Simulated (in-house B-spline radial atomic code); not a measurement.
# Neutral technetium: [Kr] 4d5 5s2

Computed with a radial B-spline atomic code at the basis-set limit: Dirac-Kohn-Sham LDA exchange-only, spherical fractional occupations, Fermi nucleus of rms radius 4.41117 fm.

Effective charges: Z_r = [3n² - l(l+1)]/(2<r>) from the radius, Z_e = n√(-2ε) from the energy, and Slater's rules. Values are occupation-weighted means over j. An effective charge above Z reflects the relativistic contraction of the inner shells.

```csv
shell,electrons,ε (eV),<r> (bohr),Z_r,Z_e,Slater
1s,2,-20827,0.03432,43.71,39.12,42.70
2s,2,-2969.9,0.1494,40.15,29.55,38.85
2p,6,-2661.7,0.1303,38.38,27.97,38.85
3s,2,-515.48,0.4161,32.45,18.47,31.75
3p,6,-414.03,0.4168,29.99,16.55,31.75
3d,10,-248.35,0.3995,26.28,12.82,21.85
4s,2,-72.04,1.057,22.70,9.20,15.25
4p,6,-44.145,1.173,19.61,7.21,15.25
4d,5,-5.6196,1.744,12.04,2.57,5.60
5s,2,-4.3135,3.343,11.22,2.82,3.60
```

The least bound orbital is 5s1/2 at -4.314 eV, and it is also the most diffuse (<r> = 3.343 bohr). The part-filled 4d shell lies below the filled 5s shell in orbital energy.

Spin-orbit splittings of the orbital energies (j = l + 1/2 above j = l - 1/2 when positive): 2p 118 eV, 3p 19.75 eV, 3d 3.799 eV, 4p 2.992 eV, 4d 0.2843 eV.

For the 1s electron the small component carries 2.46 % of the norm, the zero-frequency Breit interaction raises the level by 41.64 eV, self-energy by 22.87 eV, and vacuum polarisation lowers it by 2.686 eV.
